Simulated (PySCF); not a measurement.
Molecule: C3H11BSi, SMILES B[SiH2]C(C)C, singlet. Atoms near the plane z = 0.0 Å, at the GFN2-xTB optimised geometry (x, y, z in Å): Si2 (1.6, -0.1, 0.0), C3 (-0.3, -0.1, 0.0), C4 (-0.9, 1.3, 0.0), H9 (2.0, -1.5, -0.3), H10 (-0.7, -0.6, -0.9), H11 (-2.0, 1.3, -0.1), H12 (-0.6, 1.9, 0.9), H13 (-0.5, 1.9, -0.9).

Level of theory: CAM-B3LYP/def2-TZVP run with PySCF. Cells within 0.4 Å of a nucleus heavier than hydrogen are left out (blank, or x). The values are rescaled to run from 0 to 1.

```
|000000000000000000000000000|
|000000000000000000000000000|
|000000000000000000000000000|
|000000000000000000000000000|
|000000000011110000000000000|
|000145421234321000000000000|
|001689864456541000000000000|
|003899997446642000000000000|
|0059999992xx541000011000000|
|005999999xxx431001122210000|
|003899998527852221234321000|
|000378875689866640013432100|
|000001111476x58931730332100|
|00000000135xxx991xxx0121000|
|00000000135xxx9915xx0121000|
|000000001356457830102642000|
|000011100245444444699984100|
|000012100112111138999998410|
|000011100000000039999999610|
|000000000000000049999999710|
|000000000001000029999999610|
|000000000011000018999998200|
|000000000001000003899973000|
|000000000000000000355410000|
|000000000000000000000000000|
|000000000000000000000000000|
|000000000000000000000000000|
```
Scale: ten equal steps from 0.000 (start of '0') to 1.00 (end of '9'), in the order '0123456789'; x runs from -4.00 to 4.00, y from -4.00 (bottom) to 4.00 (top).

**Question.** Which quantity is mapped?
A. an orbital amplitude
B. log10 of the electron density
C. deformation density (molecule minus spherical neutral atoms)
D. electron localisation function

**Answer.** D, electron localisation function
